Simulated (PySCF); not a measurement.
**Radial density of Se²⁺ (selenium, charge +2)**

M06-L, [Ar] 3d10 4s2 4p2, high-spin 3P determinant. Calculation: PySCF 2.14, in ANO-RCC-VTZP; scalar relativity by spin-free X2C-1e.

```csv
r (bohr),4πr²ρ (e/bohr),4πr²(ρα − ρβ)
0.000924,0.4848,0.0000
0.00156,1.180,0.0000
0.00262,2.801,0.0000
0.00440,6.387,0.0000
0.00740,13.54,0.0001
0.0124,25.32,0.0007
0.0209,38.24,0.0034
0.0352,41.47,0.0156
0.0592,34.36,0.0523
0.0996,42.70,0.0897
0.168,46.45,0.0176
0.282,26.28,0.0468
0.474,33.07,0.1926
0.797,15.42,0.0186
1.34,3.988,1.0396
2.26,1.603,0.8945
3.80,0.1041,0.0783
6.38,3.939e-05,0.0000
10.7,2.657e-05,0.0000
```

Densities and radii are taken from the X2C orbitals without a picture-change correction, which distorts them close to the nucleus.
